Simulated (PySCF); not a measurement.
PySCF input file for Cl5Si2, SMILES Cl[Si](Cl)[Si](Cl)(Cl)Cl, multiplicity 2, SMD-PBE0/def2-SVP. Geometry optimised at r2SCAN-D4/def2-SVP. The isomer is the one that the SMILES or the coordinates give; other isomers of the formula were not compared. Other conformers were not sampled.

```python
import numpy as np
from pyscf import gto, scf, dft
from pyscf.solvent import smd

mol = gto.M(
    atom='''
    Cl    2.21896579    0.04045837   -1.69645535
    Si    1.31445597   -0.73463207   -0.00000000
    Cl    2.21896580    0.04045837    1.69645534
    Si   -0.92044858   -0.01142570   -0.00000000
    Cl   -1.06713009    2.04060082    0.00000001
    Cl   -1.84763909   -0.75355853    1.67881341
    Cl   -1.84763909   -0.75355852   -1.67881340
    ''',
    basis='def2-SVP',
    charge=0,
    spin=1,
    max_memory=1600,
    verbose=3,
)
mf = dft.UKS(mol, xc='pbe0').density_fit(auxbasis='def2-universal-jkfit')
mf.grids.level = 3
mf.conv_tol = 1e-9
mf.max_cycle = 100
mf.kernel()
fine, coarse = mf.grids, dft.Grids(mol).set(level=1).build(with_non0tab=True)
for _ in range(3):  # follow internal instabilities
    mf.grids = coarse
    mo, _, stable, _ = mf.stability(return_status=True, nroots=4)
    mf.grids = fine
    if stable:
        break
    mf.kernel(mf.make_rdm1(mo, mf.mo_occ))
res = {}
for name in ['water', 'n-hexane', 'cyclohexanone']:
    s = mf.SMD()
    s.with_solvent.solvent, s.with_solvent.sasa_ng = name, 302
    s.kernel(mf.make_rdm1())
    res[name] = (s.e_tot, s.with_solvent.get_cds(), s.dip_moment(), s.mo_energy, s.converged)
    print(f'SMD {name}: dG(solv) = {(s.e_tot - mf.e_tot) * 627.509474:.3f} kcal/mol, of which CDS {res[name][1] * 627.509474:.3f}')
```

Output:

```

WARN: HOMO -0.184380673950507 >= LUMO -0.18438067395051

converged SCF energy = -2878.30757986443  <S^2> = 0.75317606  2S+1 = 2.0031735
<class 'pyscf.df.df_jk.DFUKS'> wavefunction is stable in the internal stability analysis
converged SCF energy = -2878.3062755303  <S^2> = 0.7531413  2S+1 = 2.0031388
Dipole moment(X, Y, Z, Debye):  0.17547, -1.13417, -0.00000
SMD water: dG(solv) = 0.818 kcal/mol, of which CDS 1.821
converged SCF energy = -2878.31608178662  <S^2> = 0.75316615  2S+1 = 2.0031637
Dipole moment(X, Y, Z, Debye):  0.14256, -0.89304, -0.00000
SMD n-hexane: dG(solv) = -5.335 kcal/mol, of which CDS -5.025
converged SCF energy = -2878.31473163779  <S^2> = 0.75314519  2S+1 = 2.0031427
Dipole moment(X, Y, Z, Debye):  0.17164, -1.09692, -0.00000
SMD cyclohexanone: dG(solv) = -4.488 kcal/mol, of which CDS -3.586
```

Self-consistency was reached.

Cost: very roughly 5 core-minutes.
